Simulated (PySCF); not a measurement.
A GIAO shielding run with PySCF 2.14.0 with density-fitted response routines (density fitting, non-relativistic, gas phase) on `CC#C/C=C/C(C#N)=C\[SiH3]`, C₈H₉NSi:

```
$ OMP_NUM_THREADS=1 python probes_run.py task.json out

{"job": {"kind": "nmr", "xc": "PBE0", "basis": "pcSseg-1"}, "charge": 0, "multiplicity": 1}
C      4.001055    -1.796954     0.737303
C      2.587280    -1.589452     0.536742
C      1.406087    -1.416527     0.370857
C      0.028954    -1.236135     0.176901
C     -0.522513    -0.050979    -0.135307
C     -1.938592     0.141700    -0.345088
C     -2.783575    -0.988537    -0.185013
N     -3.491984    -1.881959    -0.060499
C     -2.510526     1.317957    -0.683498
Si    -1.614272     2.950029    -0.950841
H      4.565331    -0.942581     0.363832
H      4.209052    -1.920654     1.800446
H      4.324288    -2.695434     0.211304
H     -0.588690    -2.120214     0.290208
H      0.098351     0.827430    -0.247047
H     -3.586669     1.315551    -0.812051
H     -0.918522     3.340701     0.278559
H     -2.628583     3.944520    -1.296430
H     -0.646277     2.810790    -2.042674
```

Hardware: 1 thread of an Arm Neoverse V2, shared host. The job also computes population analyses, field gradients.

(1) How large is the calculation?

(2) How long does it take, and how much memory does it need?

Answers

(1) 78 electrons, 222 basis functions and 1163 auxiliary functions.

(2) 50 s of wall time, with 14 SCF cycles and 5 response iterations; peak memory 1.1 GiB. Times on a shared host scatter by some tens of per cent.
